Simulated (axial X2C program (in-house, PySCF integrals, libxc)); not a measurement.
# Photoelectron levels of LiBr by EOM-IP-CCSD

Calculated with an in-house all-electron X2C program for linear molecules (integrals from PySCF): two-component X2C with atomic mean-field Coulomb and Gaunt terms, Gaussian nuclei, basis Br dyall-cv3z, Li dyall-cv3z with contracted cores.

R = 2.085 Å (0.960 times 2.172 Å, the PBE0 minimum at charge 0 for the lowest determinant).

Vertical ionisation energies of LiBr to the states of LiBr⁺:

```tsv
Ω of LiBr⁺	vertical IE (eV)	above lowest (cm⁻¹)	ionised spinor	one-hole weight
3/2	9.284	0	88% Br pπ, 7% Li pπ	0.95
1/2	9.518	1891	81% Br pπ, 8% Br pσ	0.95
1/2	10.247	7770	79% Br pσ, 8% Br pπ, 6% Li pσ	0.95
1/2	21.392	97661	78% Br sσ, 11% Li pσ	0.70
```

Question: Take the first Ω = 1/2 and Ω = 3/2 rows of π character: how far apart are they, and which lies lower?

Answer: E(3/2) − E(1/2) = 0 − 1891 = -1891 cm⁻¹ at EOM-IP-CCSD: inverted, Ω = 3/2 lower. Splittings at this level can be off by ten to twenty per cent.

This point took 2.7 s on 1 thread of Arm Neoverse N1, with other jobs on the host.

Reference electrons by ω block (each with its −ω partner): 1/2: 13, 3/2: 5, 5/2: 1. 8 electrons of LiBr correlated (inner shells frozen), 72 natural virtual spinors (a truncated set); levels can be off by some tenths of an eV. Roots sought by Ω: (1/2: 4, 3/2: 3, 5/2: 1); rows need 60 % one-particle weight and stop where some Ω has no more roots. Missing are any skipped roots, higher Ω and states of a further excitation; these come out far too high here and may in truth be low or lowest. T1 of the reference 0.004 (Lee–Taylor). Number of frozen shells: Br 3 s, 2 p, 1 d; Li 1 s.
